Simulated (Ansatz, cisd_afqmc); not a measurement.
Species: Bi, charge 1, triplet.

Total energies in def2-QZVPPD, 4 correlated electrons, 9 frozen orbitals. Radicals and triplets start from unrestricted determinants; spin-orbit coupling is neglected. Cores are frozen in correlated methods (noble-gas shells, and filled d and f shells in the p block). Past Kr the def2 sets carry scalar-relativistic core potentials. AFQMC/CISD: phaseless, guided by CISD from CCSD amplitudes; bars are statistical, one sigma. Outlying blocks are dropped, and bars are widened where a walk drifts. Over all cases where full CI ran beside it in this data, AFQMC minus full CI had a median of +0.1 mEh and passed +0.4 mEh in a tenth of the cases. Spin-orbit terms, left out, reach several kcal/mol for Br and I, and more for heavier atoms.

| method | program | energy (Eh) | minus CCSDT(Q) (mEh) |
|---|---|---|---|
| HF | Ansatz | -213.29302 | 52.27 |
| MP2 | Ansatz | -213.33501 | 10.28 |
| CCSD | Ansatz | -213.34395 | 1.33 |
| CCSD(T) | Ansatz | -213.34505 | 0.24 |
| CCSDT(Q) | Ansatz | -213.34529 | 0.00 |
| AFQMC/CISD | cisd_afqmc | -213.3452 ± 0.0001 | 0.1 ± 0.1 |

Ansatz is a first-principles code.
